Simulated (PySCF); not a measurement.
trans-(1R,2R)-1-chloro-2-methylcyclopropane (C4H7Cl), SMILES Cl[C@@H]1C[C@H]1C.

The structure is a stationary point at TPSSh-D3(BJ)/def2-SVP.

Level of theory: PySCF 2.14.0 with TDDFT-PBE/def2-SVPD.

Vertical excitations. 

Computed UV-visible absorptions:
| state | energy (eV) | λ (nm) | f | main pairs |
|---|---|---|---|---|
| S1 | 6.19 | 200 | 0.004 | HOMO→LUMO 98 % |
| S2 | 6.50 | 191 | 0.006 | HOMO−1→LUMO 98 % |
| S3 | 6.64 | 187 | 0.013 | HOMO→LUMO+1 99 % |
| S4 | 7.01 | 177 | 0.011 | HOMO−1→LUMO+1 99 % |
| S5 | 7.03 | 176 | 0.010 | HOMO→LUMO+2 99 % |
| S6 | 7.27 | 171 | 0.023 | HOMO→LUMO+3 98 % |
| S7 | 7.42 | 167 | 0.011 | HOMO−1→LUMO+2 91 % |
| S8 | 7.52 | 165 | 0.022 | HOMO→LUMO+4 93 % |
| S9 | 7.63 | 163 | 0.008 | HOMO−1→LUMO+3 57 %, HOMO−2→LUMO 40 % |
| S10 | 7.69 | 161 | 0.026 | HOMO−2→LUMO 54 %, HOMO−1→LUMO+3 41 % |
| T1 | 5.65 | 219 | 0 | HOMO→LUMO 99 % |
| T2 | 6.08 | 204 | 0 | HOMO−1→LUMO 98 % |
| T3 | 6.56 | 189 | 0 | HOMO→LUMO+1 99 % |
| T4 | 6.92 | 179 | 0 | HOMO→LUMO+2 89 % |
Triplets are in the Tamm–Dancoff approximation, which puts them higher than full response would, so one can lie above its singlet here.
